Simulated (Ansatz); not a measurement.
Input file for Ansatz (a program for electronic structure): R-CAM-B3LYP/def2-TZVPP on Cl4H2OTi (SMILES [OH2]->[Ti]([Cl])([Cl])([Cl])[Cl]).

Ansatz 0.2 input:
```yaml
crystal:
  periodic: [false, false, false]
  atoms:
    - {symbol: Ti, position_ang: [0.49958947, 0.49958952, 0.44168610]}
    - {symbol: Cl, position_ang: [1.74298255, 1.74298250, 1.75567709]}
    - {symbol: Cl, position_ang: [2.11008011, -0.63633959, -0.56774155]}
    - {symbol: Cl, position_ang: [-0.63633947, 2.11008026, -0.56774157]}
    - {symbol: Cl, position_ang: [-0.63095589, -0.63095577, 1.97197972]}
    - {symbol: O, position_ang: [-0.76156090, -0.76156082, -1.05664706]}
    - {symbol: H, position_ang: [-0.61079614, -1.71299960, -0.98860653]}
    - {symbol: H, position_ang: [-1.71299973, -0.61079650, -0.98860621]}
basis:
  gaussian:
    orbitals: def2-TZVPP
hamiltonian:
  xc: {name: CAM-B3LYP}
scf: {lower_state_search: off}
```

Output:

```
WARN ansatz: RAYON_NUM_THREADS=4 ignored (pool sized by the plan → 4); use --threads N
Functional definition: CAM-B3LYP
these checks for a lower state are left out or cut short: stability, starts, cluster_reference, orbital_swaps, neighbouring_geometries, increment
integrals: 0.53 GiB planned
2016 factors; their error is unknown
integrals: 0.57 GiB planned
332 factors; integrals over basis functions are off by at most 9.5e-6 eV
mean field: 3.51 GiB planned
mean field evaluation 1: about -75291.1392 eV, gradient 5.7e1 eV
mean field evaluation 2: about -75233.1769 eV, gradient 2.2e2 eV
mean field evaluation 4: about -75296.7012 eV, gradient 1.8e1 eV
mean field evaluation 8: about -75297.2648 eV, gradient 2.9e-1 eV
mean field evaluation 16: about -75297.4524 eV, gradient 5.3e-4 eV
mean field -75297.45238658 eV, -2767.1303367605 hartree, gradient 9.3e-6 eV, S^2 0.000000; 0 other end points of the search recorded, 0 dependent functions left out
reference -75297.45253299 eV, -2767.1303421408 hartree; 50, 50 occupied and 241, 241 virtual orbitals, 2016 factors
Total energy: -75297.45253299 eV, -2767.1303421408 hartree
Checks for a lower state left out: stability, starts, cluster_reference, orbital_swaps, neighbouring_geometries, increment
```

The calculation finished and met its thresholds.

Cost: around 24 core-seconds (rough).
